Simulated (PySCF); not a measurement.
Simulation results for AlGeH$_{3}$N$_{2}$

Calculation on a computer-drawn molecule: the log of a Hartree-Fock and frozen-core CCSD(T) single point meant for a local Hartree-Fock minimum, with one planted fault or none, to be diagnosed. Offsets are logged minus clean, where the clean run is the same molecule without the fault. The reference is restricted for singlets and unrestricted otherwise, and also for a bond in bohr or an excited solution. Adding or removing an electron swaps singlet and doublet. The excited solution moves the top pair (singlet) or top alpha electron (doublet) to the lowest empty orbital. Highest occupied and lowest empty are orbital energies over both spins, largest force is the largest gradient component, triples share is (T) over the correlation energy, the T1 limit is 0.02 restricted and 0.045 unrestricted, electrons count all cores, a negative frequency is imaginary (commonest isotopes), and the dipole is about the centre of nuclear charge; on germanium a core potential holds 10 electrons, which the energies leave out, and 3d is frozen in MP2 and coupled-cluster steps. Program: PySCF 2.14.0.

```json
{"formula": "AlGeH3N2", "logged_structure": {"atoms_angstrom": [["N", -0.1346, -0.2176, -2.057], ["Al", -0.4106, 0.8433, -0.9053], ["N", -0.7124, 2.0308, 0.3747], ["Ge", -1.8294, 1.8455, 1.8436], ["H", 0.0184, -0.8957, -2.7609], ["H", -0.2274, 2.9116, 0.3089], ["H", -1.5297, 3.2855, 2.4431]]}, "given": {"meant_charge": 0, "meant_multiplicity": 1, "meant_basis": "cc-pV(D+d)Z", "meant_basis_and_core_potential_on_germanium": "cc-pVDZ-PP ECP10MDF", "logged_electrons": 62, "logged_basis_functions": 89, "logged_SCF_converged": "yes", "logged_spin_squared": 0.0, "logged_highest_occupied [eV]": -8.898, "logged_lowest_empty [eV]": 0.68995, "logged_largest_force [hartree/bohr]": 3.8806e-05, "logged_lowest_frequency [cm^-1]": 93.867, "logged_T1_diagnostic": 0.022758, "logged_D1_diagnostic": 0.055075, "logged_triples_share": 0.035043, "logged_CC_converged": "yes", "logged_dipole_magnitude [debye]": 3.5917, "logged_SCF_stable_within_its_kind": "yes", "logged_energy_HF [hartree]": -645.91633, "logged_energy_CCSD(T) [hartree]": -646.44187, "possible_faults": "no fault, one electron removed, one electron added, multiplicity raised by two, geometry at a saddle point, SCF held on an excited solution, minimal basis STO-3G, one bond length entered in bohr, all coordinates scaled", "drawn_bonds_atom": [1, 2, 3, 1, 3, 4], "drawn_bonds_other_atom": [2, 3, 4, 5, 6, 7], "drawn_bonds_order": [2, 1, 1, 1, 1, 1]}, "results": {"planted_fault": null}, "notes": ["T1 above single-reference limit"]}
```

**Q.** Which fault was planted in the run of AlGeH$_{3}$N$_{2}$?
**A.** no fault

Further results for AlGeH$_{3}$N$_{2}$:

```
HF energy offset from clean run      : 0 kcal/mol
CCSD(T) energy offset from clean run : 0 kcal/mol
```
